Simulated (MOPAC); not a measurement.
Job for MOPAC: PM6 on ClF+, 2S+1 = 2, a spin state set in the input, which need not be the lowest, a point of a bond scan (R = 1.570 Å). Charge +1.

```
PM6 1SCF PRECISE CHARGE=1 UHF MS=0.5 THREADS=1
ClF

F      0.00000000 1     0.00000000 1     0.00000000 1
Cl     0.00000000 1     0.00000000 1     1.56963200 1
```

The log:

```
*******************************************************************************
 **                                                                           **
 **                              MOPAC v23.2.5                                **
 **                                                                           **
 *******************************************************************************
 ** MOPAC's Digital Object Identifier: https://doi.org/10.5281/zenodo.6511958 **
 **                                                                           **
 ** Please cite the open-source release paper for use of this MOPAC version:  **
 ** J. E. Moussa and J. J. P. Stewart (2026)                                  **
 ** MOPAC: An open-source semiempirical molecular orbital program             **
 ** J. Open Source Softw., 11(119), 8025, https://doi.org/10.21105/joss.08025 **
 *******************************************************************************

                              PM6 CALCULATION RESULTS

 *******************************************************************************
 *  PM6        - The PM6 Hamiltonian to be used
 *  UHF        - UNRESTRICTED HARTREE-FOCK CALCULATION
 *
 *
 *
 *                 CHARGE ON SYSTEM = +1
 *
 *
 *
 *  MS=        - IN MECI, MAGNETIC COMPONENT OF SPIN =  0.5
 *  PRECISE    - TIGHTER CRITERIA TO BE USED
 *  1SCF       - DO 1 SCF AND THEN STOP
 *  THREADS=1  - MULTI-THREADING NOT USED
 *  T=         - A TIME OF 172800.0 SECONDS REQUESTED
 *  DUMP=N     - RESTART FILE WRITTEN EVERY 7200.0 SECONDS REQUESTED
 *******************************************************************************
PM6 1SCF PRECISE CHARGE=1 UHF MS=0.5 THREADS=1
 ClF

   ATOM   CHEMICAL          X               Y               Z
  NUMBER   SYMBOL      (ANGSTROMS)     (ANGSTROMS)     (ANGSTROMS)

     1       F          0.00000000  *   0.00000000  *   0.00000000  *
     2      Cl          0.00000000  *   0.00000000  *   1.56963200  *



          CARTESIAN COORDINATES

    NO.       ATOM           X           Y           Z

     1         F          0.0000      0.0000      0.0000
     2        Cl          0.0000      0.0000      1.5696

 General Reference for PM6:
 "Optimization of Parameters for Semiempirical Methods V: Modification of NDDO Approximations
 and Application to 70 Elements", J. J. P. Stewart, J. Mol. Mod., 13, 1173-1213 (2007)
 URL: https://link.springer.com/article/10.1007/s00894-007-0233-4

           Empirical Formula: F Cl  =     2 atoms



      MOLECULAR POINT GROUP   :   C*v


          UHF CALCULATION, NO. OF ALPHA ELECTRONS =    7
                           NO. OF BETA  ELECTRONS =    6

 -------------------------------------------------------------------------------
 PM6 1SCF PRECISE CHARGE=1 UHF MS=0.5 THREADS=1
 ClF



     1SCF WAS SPECIFIED, SO BFGS WAS NOT USED
     SCF FIELD WAS ACHIEVED


                              PM6 CALCULATION
                                                       MOPAC v23.2.5 Linux




          FINAL HEAT OF FORMATION =        247.32755 KCAL/MOL =    1034.81845 KJ/MOL


          COSMO AREA              =         63.91 SQUARE ANGSTROMS
          COSMO VOLUME            =         46.24 CUBIC ANGSTROMS

          IONIZATION POTENTIAL    =         18.677175 EV
          ALPHA SOMO LUMO (EV)    =        -19.359 -8.260
          BETA  SOMO LUMO (EV)    =        -18.677-11.295
          NO. OF ALPHA ELECTRONS  =          7
          NO. OF BETA  ELECTRONS  =          6
          MOLECULAR WEIGHT        =         54.4514         POINT GROUP:  C*v

          MOLECULAR DIMENSIONS (Angstroms)

            Atom       Atom       Distance
           Cl     2    F     1     1.56963
           Cl     2    F     1     0.00000
            F     1   Cl     2     0.00000


          SCF CALCULATIONS        =          1





   ATOM   CHEMICAL          X               Y               Z
  NUMBER   SYMBOL      (ANGSTROMS)     (ANGSTROMS)     (ANGSTROMS)

     1       F          0.00000000  *   0.00000000  *   0.00000000  *
     2      Cl          0.00000000  *   0.00000000  *   1.56963200  *

                             CARTESIAN COORDINATES

   1    F        0.000000000     0.000000000     0.000000000
   2   Cl        0.000000000     0.000000000     1.569632000


           Empirical Formula: F Cl  =     2 atoms



      MOLECULAR POINT GROUP   :   C*v


          ALPHA EIGENVALUES
 -51.67584 -34.09152 -25.56511 -25.53118 -24.08031 -20.59953 -19.35946  -8.26035
  65.32764  65.49674  66.10859  66.34353  66.67012


           BETA EIGENVALUES
 -51.63904 -29.75419 -25.52893 -25.22261 -23.19820 -18.67718 -11.29481  -7.86899
  66.54284  66.55461  66.60845  67.26712  67.26821


              NET ATOMIC CHARGES AND DIPOLE CONTRIBUTIONS

  ATOM NO.   TYPE          CHARGE      No. of ELECS.   s-Pop       p-Pop       d-Pop
    1          F           0.086031        6.9140     1.98327     4.93070
    2         Cl           0.913969        6.0860     1.98802     4.08123     0.01678
 DIPOLE           X         Y         Z       TOTAL
 POINT-CHG.     0.000     0.000     1.982     1.982
 HYBRID        -0.000    -0.000    -0.075     0.075
 SUM           -0.000    -0.000     1.906     1.906


          ATOMIC ORBITAL ELECTRON POPULATIONS

     Atom    s        px        py        pz      x^2-y^2     xz        z^2       yz        xy
    1  F   1.98327   1.99657   1.94947   0.98467
    2 Cl   1.98802   2.00000   1.04681   1.03442   0.00001   0.00344   0.00961   0.00373   0.00000


                    (SZ)    =    0.500000
                    (S**2)  =    0.752335


          ATOMIC ORBITAL SPIN POPULATIONS

    Atom   Total    s     px     py     pz   x^2-y^2  xz     z^2    yz     xy
         Atomic
    1  F  0.0027  0.001 -0.000  0.047 -0.045
    2 Cl  0.9973  0.003 -0.000  0.953  0.041 -0.000  0.000  0.000 -0.000 -0.000

 **********************
 *                    *
 * JOB ENDED NORMALLY *
 *                    *
 **********************




 == MOPAC DONE ==
```

The run finished.

Cost: very roughly 0.03 core-seconds.
